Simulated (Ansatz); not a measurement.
All values below come from Ansatz (an electronic-structure program) with B3LYP-D3(BJ)/def2-TZVP. No frequencies were computed at this level.

Ansatz 0.2 input:
```yaml
crystal:
  periodic: [false, false, false]
  atoms:
    - { symbol: C, position_ang: [2.964372, -0.079582, 0.456849] }
    - { symbol: C, position_ang: [1.865994, -0.138967, -0.013826] }
    - { symbol: C, position_ang: [0.525087, -0.201701, -0.557607] }
    - { symbol: C, position_ang: [-0.52359, 0.167705, 0.496816] }
    - { symbol: C, position_ang: [-1.933078, 0.100932, -0.07665] }
    - { symbol: H, position_ang: [3.930244, -0.03073, 0.862544] }
    - { symbol: H, position_ang: [0.338159, -1.215456, -0.925066] }
    - { symbol: H, position_ang: [0.453593, 0.48562, -1.406226] }
    - { symbol: H, position_ang: [-0.321995, 1.176415, 0.86445] }
    - { symbol: H, position_ang: [-0.436721, -0.51694, 1.343574] }
    - { symbol: H, position_ang: [-2.040611, 0.79097, -0.911468] }
    - { symbol: H, position_ang: [-2.155398, -0.903524, -0.432001] }
    - { symbol: H, position_ang: [-2.666053, 0.365262, 0.682058] }
basis:
  gaussian: { orbitals: def2-tzvp }
hamiltonian:
  xc: b3lyp
  dispersion: d3bj
relax:
  max_steps: 150
```

Output:

```
Functional definition: B3LYP
1252 factors; their error is unknown
mean field evaluation 1: about -5303.4499 eV, gradient 7.3e1 eV
mean field evaluation 2: about -5297.5314 eV, gradient 8.5e1 eV
mean field evaluation 4: about -5315.8210 eV, gradient 1.0e1 eV
mean field evaluation 8: about -5316.0360 eV, gradient 6.0e-1 eV
mean field evaluation 16: about -5316.0365 eV, gradient 6.0e-5 eV
mean field -5316.03648574 eV, -195.3607375119 hartree, gradient 1.0e-5 eV, S^2 0.000000; 0 other end points of the search recorded, 0 dependent functions left out
reference -5316.03677989 eV, -195.3607483217 hartree; 19, 19 occupied and 184, 184 virtual orbitals, 1252 factors
relax step   1: F+E_penalty+E_count = -5316.44490944 eV  Δ(F+E_penalty+E_count) = +0.000e0 eV  max|allowed force component| = 4.977e-1 eV/Å  Δτ_max = 0.0000 Å  (31 SCF iters, accepted)
these checks for a lower state are left out or cut short: starts, cluster_reference, orbital_swaps, neighbouring_geometries, increment
1252 factors; their error is unknown
mean field -5316.05471430 eV, -195.3614073993 hartree, gradient 2.4e-5 eV, S^2 0.000000; 0 other end points of the search recorded, 0 dependent functions left out
reference -5316.05501001 eV, -195.3614182665 hartree; 19, 19 occupied and 184, 184 virtual orbitals, 1252 factors
relax step   2: F+E_penalty+E_count = -5316.46013456 eV  Δ(F+E_penalty+E_count) = -1.523e-2 eV  max|allowed force component| = 1.288e-1 eV/Å  Δτ_max = 0.0432 Å  (32 SCF iters, accepted)
these checks for a lower state are left out or cut short: starts, cluster_reference, orbital_swaps, neighbouring_geometries, increment
1252 factors; their error is unknown
mean field evaluation 32: about -5316.0556 eV, gradient 2.4e-5 eV
mean field -5316.05562669 eV, -195.3614409289 hartree, gradient 2.4e-5 eV, S^2 0.000000; 0 other end points of the search recorded, 0 dependent functions left out
reference -5316.05592237 eV, -195.3614517951 hartree; 19, 19 occupied and 184, 184 virtual orbitals, 1252 factors
relax step   3: F+E_penalty+E_count = -5316.46103342 eV  Δ(F+E_penalty+E_count) = -8.989e-4 eV  max|allowed force component| = 3.125e-2 eV/Å  Δτ_max = 0.0082 Å  (34 SCF iters, accepted)
these checks for a lower state are left out or cut short: starts, cluster_reference, orbital_swaps, neighbouring_geometries, increment
1252 factors; their error is unknown
mean field -5316.05565682 eV, -195.3614420363 hartree, gradient 2.4e-5 eV, S^2 0.000000; 0 other end points of the search recorded, 0 dependent functions left out
reference -5316.05595251 eV, -195.3614529027 hartree; 19, 19 occupied and 184, 184 virtual orbitals, 1252 factors
relax step   4: F+E_penalty+E_count = -5316.46106416 eV  Δ(F+E_penalty+E_count) = -3.074e-5 eV  max|allowed force component| = 1.291e-2 eV/Å  Δτ_max = 0.0010 Å  (33 SCF iters, accepted)
these checks for a lower state are left out or cut short: starts, cluster_reference, orbital_swaps, neighbouring_geometries, increment
1252 factors; their error is unknown
mean field -5316.05564697 eV, -195.3614416742 hartree, gradient 2.4e-5 eV, S^2 0.000000; 0 other end points of the search recorded, 0 dependent functions left out
reference -5316.05594266 eV, -195.3614525406 hartree; 19, 19 occupied and 184, 184 virtual orbitals, 1252 factors
relax step   5: F+E_penalty+E_count = -5316.46106881 eV  Δ(F+E_penalty+E_count) = -4.652e-6 eV  max|allowed force component| = 1.888e-3 eV/Å  Δτ_max = 0.0004 Å  (33 SCF iters, accepted)
1252 factors; their error is unknown
mean field evaluation 64: about -5316.0557 eV, gradient 7.9e-3 eV
mean field -5316.05564697 eV, -195.3614416742 hartree, gradient 2.4e-5 eV, S^2 0.000000; 1 other end points of the search recorded, 0 dependent functions left out
reference -5316.05594266 eV, -195.3614525406 hartree; 19, 19 occupied and 184, 184 virtual orbitals, 1252 factors
Total energy: -5316.46136450 eV, -195.3763515183 hartree
Atom 0 at     2.996287    -0.084014     0.449986 Å, force    -0.000244    -0.000054     0.000095 eV/Å
Atom 1 at     1.889669    -0.139607    -0.011319 Å, force    -0.001445    -0.000011    -0.000487 eV/Å
Atom 2 at     0.533891    -0.197358    -0.540131 Å, force     0.001888    -0.000064     0.000312 eV/Å
Atom 3 at    -0.537160     0.169232     0.499084 Å, force    -0.001551     0.000362     0.000560 eV/Å
Atom 4 at    -1.945630     0.100725    -0.080424 Å, force    -0.000053     0.000256     0.000400 eV/Å
Atom 5 at     3.977845    -0.036643     0.852418 Å, force     0.000265    -0.000010    -0.000034 eV/Å
Atom 6 at     0.339974    -1.204475    -0.923262 Å, force     0.000015    -0.000060    -0.000128 eV/Å
Atom 7 at     0.453935     0.476979    -1.398938 Å, force    -0.000118    -0.000011    -0.000263 eV/Å
Atom 8 at    -0.332502     1.173610     0.876724 Å, force     0.000383    -0.000196    -0.000030 eV/Å
Atom 9 at    -0.446393    -0.506942     1.352207 Å, force     0.000460     0.000031    -0.000132 eV/Å
Atom 10 at    -2.061054     0.789365    -0.920911 Å, force     0.000216    -0.000152     0.000155 eV/Å
Atom 11 at    -2.175861    -0.904496    -0.441654 Å, force     0.000187     0.000155     0.000114 eV/Å
Atom 12 at    -2.692999     0.363629     0.669669 Å, force    -0.000001    -0.000245    -0.000562 eV/Å
Dipole moment:    -0.182550     0.004788    -0.026817 e Å
```

Cost: roughly 50 core-seconds.
